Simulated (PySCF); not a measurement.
PySCF was given this input:
```python
from pyscf import gto, scf, dft

mol = gto.Mole()
mol.atom = '''
    C    -2.65430475    0.67128804    0.29660110
    C    -1.44975836    0.85260391   -0.37526031
    Si    0.21325325    0.06358754    0.11139536
    F     0.05305093   -0.63150865    1.60577175
    F     1.23151977    1.28764542    0.44602876
    Cl    0.99471418   -1.10299118   -1.13908334
    H    -2.61364169   -0.04260325    1.17957053
    H    -3.52280664    1.03141900   -0.01972173
    H    -1.45186089    1.52268187   -1.22515307
'''
mol.basis = 'sto-3g'
mol.verbose = 4
mol.build()

mf = dft.RKS(mol)
mf.xc = 'r2scan'
mf.kernel()
g = mf.nuc_grad_method()
grad = g.kernel()
```

Give the HOMO-LUMO gap at the level R2SCAN/STO-3G, gradient run with PySCF.

5.54 eV

What number of basis functions does R2SCAN/STO-3G, gradient give?

41

What is the computed total energy (R2SCAN/STO-3G, gradient)?

-1015.0954 Eh

Give the nuclear repulsion energy at the level R2SCAN/STO-3G, gradient.

373.5474 Eh

Give the dipole moment at the level R2SCAN/STO-3G, gradient.

1.49 D
